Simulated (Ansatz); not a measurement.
System: sum formula AlOF, net charge -1, doublet state. 
Geometry from a B3LYP-D3(BJ)/def2-TZVP (Ansatz, a first-principles code) optimisation:
```xyz
3

Al     0.2609     0.2133     0.2368
O      1.1866    -0.4477    -0.9500
F     -1.4316     0.0899     0.5024
```
Charge -1, spin multiplicity 2.

Basis-set convergence of Hartree-Fock and MP2 correlation energies (hartree) with Ansatz. Valence correlation only, unless marked. Open shells are spin-unrestricted. Spin-orbit coupling is left out. No relativistic terms.

```
basis            functions       E(HF)  E(corr, MP2)
---------------  ---------  ----------  ------------
aug-cc-pV(D+d)Z         78  -416.33706      -0.48785
aug-cc-pV(T+d)Z        147           …             …
```

### Question
Complete the blanks.

### Answer

- aug-cc-pV(T+d)Z, E(HF): -416.38893
- aug-cc-pV(T+d)Z, E(corr, MP2): -0.59668
